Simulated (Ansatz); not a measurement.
Reaction (atomization): `CC(C)(C)[NH][Ge]([F])([Cl])[Cl]` → 4 C• + 2 Cl• + F• + Ge• + 10 H• + N•

Program: Ansatz. Geometries: PBE0-D4/def2-TZVP. ΔE: electronic, gas phase. CBS: MP2 limit from def2 TZ/QZ plus the TZ coupled-cluster correction, frozen cores. This one scheme is used for every species, atoms too. Functionals use def2-TZVPP. No spin–orbit coupling; open shells (•) take unrestricted orbitals. Spin–orbit coupling would lower the free atoms: a little for C, Cl, F; clearly for Ge. For Ge outer-core shells are correlated without core-valence functions, so the limit isn't a true one: a few kJ/mol of doubt a bond, and 10 to 20 or more in all where bonds break to atoms. Scalar relativity is left out up to krypton. One conformer a species, not always the lowest.

`CC(C)(C)[NH][Ge]([F])([Cl])[Cl]`:

```xyz
19

C     1.453   -0.501   -0.698
C     0.373    0.378   -0.069
C     0.603    1.838   -0.443
C     0.393    0.224    1.445
N    -0.960    0.011   -0.570
Ge   -1.928   -1.384   -0.001
F    -0.976   -2.781    0.363
Cl   -3.006   -1.028    1.791
Cl   -3.281   -1.920   -1.547
H     1.296   -1.550   -0.439
H     1.436   -0.411   -1.787
H     2.447   -0.206   -0.351
H     0.564    1.971   -1.528
H    -0.161    2.473    0.008
H     1.585    2.172   -0.102
H     1.360    0.542    1.838
H    -0.386    0.830    1.910
H     0.251   -0.819    1.744
H    -1.064    0.160   -1.564
```

```json
{"level": "r2SCAN0-D4", "ΔE (kcal/mol)": "1705.4"}
{"level": "ωB97X-V", "ΔE (kcal/mol)": "1731.1"}
{"level": "revPBE", "ΔE (kcal/mol)": "1676.0"}
{"level": "r2SCAN0", "ΔE (kcal/mol)": "1700.9"}
{"level": "LC-ωPBE", "ΔE (kcal/mol)": "1717.7"}
{"level": "SCS-MP2/def2-TZVPP", "ΔE (kcal/mol)": "1703.0"}
{"level": "CCSD/def2-TZVPP", "ΔE (kcal/mol)": "1658.1"}
{"level": "SCS-MP2/def2-QZVPP", "ΔE (kcal/mol)": "1730.3"}
```

What does CCSD(T)/CBS give? (Best estimate.)

The calculation gave: +1726.1 kcal/mol. The listed levels differ from it by -20.7, 5.0, -50.1, -25.2, -8.4, -23.1, -68.0, 4.2 kcal/mol.

Largest T1 diagnostic among the species: 0.010.

In def2-TZVPP, CCSD(T) changes the Hartree–Fock value by +427.2 kcal/mol (the triples alone add +27.3 kcal/mol) and MP2 by +459.8 kcal/mol; breaking electron pairs costs correlation energy, which Hartree–Fock lacks. From PBE to PBE0 (25 % exact exchange), in def2-TZVPP and without D4, ΔE moves by −24.5 kcal/mol: exact exchange takes away binding that semilocal exchange gives to molecules. The D4 term adds +22.7 kcal/mol with B3LYP and +12.3 kcal/mol with PBE0; it sums over pairs of atoms, weighted by their polarisabilities, and B3LYP, whose exchange is more repulsive, gets the larger term.

B3LYP here is the variant with VWN-RPA as its local correlation; programs differ in this.

For atomizations the MP2-based limit and the directly extrapolated one differ by several kJ/mol either way, and by 10 to 25 for some Ge, Se and Sn compounds, so smaller differences from it don't rank the levels.
